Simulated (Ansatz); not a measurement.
Input for Ansatz (a first-principles code):
Ansatz 0.2 input:
```yaml
crystal:
  periodic: [false, false, false]
  atoms:
    - {symbol: Ge, position_ang: [-0.00059285, -0.00984996, 0.71845420]}
    - {symbol: Cl, position_ang: [1.03004534, 1.30072876, -0.65763687]}
    - {symbol: Cl, position_ang: [-1.02892939, -1.28218766, -0.69474750]}
basis:
  gaussian:
    orbitals: def2-SV_P_.json
hamiltonian:
  xc: {name: SVWN5}
```
The basis file holds def2-SV(P) in the JSON format of the Basis Set Exchange.

### Question
What number of basis functions does SVWN5/def2-SV(P) (Ansatz) give?

### Answer
68

### Question
What is the computed total energy (SVWN5/def2-SV(P))?

### Answer
-2990.8305 Eh
